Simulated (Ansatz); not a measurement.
Coupled-cluster diagnostics for TeH₂, Ansatz.

Geometry of the singlet (PBE0-D4/def2-TZVP):

```xyz
3

Te    0.6196   -0.0992   -0.4606
H    -0.4852    1.1133   -0.2348
H    -0.1344   -1.0140    0.6954
```

In the def2 sets Te takes a core potential; there is no spin–orbit coupling. Correlated methods freeze 4 core orbitals; core or outer-core shells of Te are correlated, in sets that lack core-valence functions.

Task: Estimate the CCSD(T) correlation energy, the shares of MP2 and (T), T1 and the reference's ⟨S²⟩ for: charge 0, singlet, own geometry in def2-TZVPP; charge 0, singlet, own geometry in def2-TZVPD; charge 1, doublet, vertical in def2-TZVPP; charge -1, doublet, vertical in def2-TZVPD; and the rough time on 4 threads of Intel Xeon on a shared host.

Result: 
```json
{"state": "charge 0, singlet, own geometry", "basis": "def2-TZVPP", "correlation (eV)": "-12.976", "MP2 share (%)": "100.2", "(T) share (%)": "2.1", "T1": "0.010", "⟨S²⟩ (pure)": "0.00 (0.00)", "wall time": "9.6 s", "remarks": "–"}
{"state": "charge 0, singlet, own geometry", "basis": "def2-TZVPD", "correlation (eV)": "-12.837", "MP2 share (%)": "100.1", "(T) share (%)": "2.1", "T1": "0.011", "⟨S²⟩ (pure)": "0.00 (0.00)", "wall time": "8.5 s", "remarks": "–"}
{"state": "charge 1, doublet, vertical", "basis": "def2-TZVPP", "correlation (eV)": "-12.065", "MP2 share (%)": "99.8", "(T) share (%)": "1.8", "T1": "0.011", "⟨S²⟩ (pure)": "0.77 (0.75)", "wall time": "16 s", "remarks": "–"}
{"state": "charge -1, doublet, vertical", "basis": "def2-TZVPD", "correlation (eV)": "-13.034", "MP2 share (%)": "99.7", "(T) share (%)": "2.2", "T1": "0.054", "⟨S²⟩ (pure)": "0.75 (0.75)", "wall time": "25 s", "remarks": "HOMO above zero, large T1"}
```
Customary marks for T1 are 0.02 (closed shells), 0.045 (open shells) and about 0.05 (3d metals). T1 exceeds 0.02 in 1 of 4 rows and 0.045 in 1; the higher it lies, the less the single-reference result can be trusted.
